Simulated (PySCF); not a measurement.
C₄H₄N₂Si.
Atom-mapped SMILES: `[CH:1]#[C:2][Si@H:3]([C:4]#[N:5])[N:6]=[CH2:7]` (hydrogens: H8 on C1; H9 on Si3; H10, H11 on C7)

Method used: PySCF, PBE0-D3(BJ)/def2-SVP geometry optimisation, gas phase.

Q: List the bond lengths, angles and torsions at this level.

A: 
```json
{"bond": "C1≡C2", "length (Å)": "1.217"}
{"bond": "C2–Si3", "length (Å)": "1.830"}
{"bond": "Si3–C4", "length (Å)": "1.857"}
{"bond": "C4≡N5", "length (Å)": "1.159"}
{"bond": "Si3–N6", "length (Å)": "1.739"}
{"bond": "N6=C7", "length (Å)": "1.263"}
{"bond": "C1–H8", "length (Å)": "1.076"}
{"bond": "Si3–H9", "length (Å)": "1.481"}
{"bond": "C7–H10", "length (Å)": "1.105"}
{"bond": "C7–H11", "length (Å)": "1.111"}
```

A selection of angles:
```json
{"angle": "C2–C1–H8", "degrees": "179.0"}
{"angle": "C1–C2–Si3", "degrees": "175.7"}
{"angle": "C2–Si3–C4", "degrees": "107.4"}
{"angle": "C2–Si3–N6", "degrees": "113.7"}
{"angle": "C2–Si3–H9", "degrees": "111.5"}
{"angle": "C4–Si3–N6", "degrees": "106.5"}
{"angle": "C4–Si3–H9", "degrees": "108.0"}
{"angle": "N6–Si3–H9", "degrees": "109.5"}
{"angle": "Si3–C4–N5", "degrees": "179.0"}
{"angle": "Si3–N6–C7", "degrees": "126.1"}
{"angle": "N6–C7–H10", "degrees": "120.0"}
{"angle": "N6–C7–H11", "degrees": "124.3"}
{"angle": "H10–C7–H11", "degrees": "115.6"}
```

Torsions: C2–Si3–N6–C7 -1° (synperiplanar).

N6 (C=N nitrogen) is bent (angle 126.1°). The 2 C–Si bonds span 1.830 Å (C2–Si3, drawn single) to 1.857 Å (Si3–C4, drawn single), a spread of 0.027 Å. The C–N distances run from 1.159 Å (C4≡N5, drawn triple) to 1.263 Å (N6=C7, drawn double), a spread of 0.104 Å. Si3 (SiH silicon) is distorted tetrahedral (angles from 106.5° to 113.7°). Of the pairs four or more bonds apart, C2···H11 is among the closest relative to their van der Waals radii: 2.87 Å, 99 % of the sum of Bondi's values.

Point group: C1 (no symmetry element, even within 0.4 Å). No PBE0-D3(BJ)/def2-SVP frequencies stand behind this structure, so it isn't proved a minimum. The numbers are those of one conformer.
